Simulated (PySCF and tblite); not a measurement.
Results of a calculation; reference values are marked as such.
2 E/Z isomers of C₄H₃ClF₄, numbered alike:

| isomer | SMILES | descriptors |
| --- | --- | --- |
| A | [CH3:1]/[C:2]([Cl:3])=[C:4](/[F:5])[C:6]([F:7])([F:8])[F:9] | 2=4 Z |
| B | [CH3:1]/[C:2]([Cl:3])=[C:4](\[F:5])[C:6]([F:7])([F:8])[F:9] | 2=4 E |

Protocol: conformer search, at most 6 conformers an isomer, GFN2-xTB geometries, energies PBE0/pcSseg-1 (D3(BJ) added where defined), GIAO shieldings PBE0/pcSseg-1, weights at 298.15 K with GFN2-xTB thermal terms. Programs: PySCF with density fitting and tblite.

(1) What shifts does each isomer give (ppm)?

Unscaled ¹⁹F shifts at such levels can be off by tens of ppm; differences between conformers or isomers are more reliable. Shifts are unscaled: against experiment ¹³C can be off by 15 ppm or more and ¹H by 0.8 ppm.

Results:

(1) 
A: ¹H (against TMS): 2.29 (H1, 3H). ¹³C (against TMS): 155.7 (C4), 137.6 (C2), 129.5 (C6), 22.5 (C1). ¹⁹F (against CFCl3): -75.5 (F7/F8/F9), -122.4 (F5).

B: ¹H (against TMS): 2.25 (H1, 3H). ¹³C (against TMS): 156.7 (C4), 138.6 (C2), 128.6 (C6), 21.4 (C1). ¹⁹F (against CFCl3): -78.8 (F7/F8/F9), -129.3 (F5).
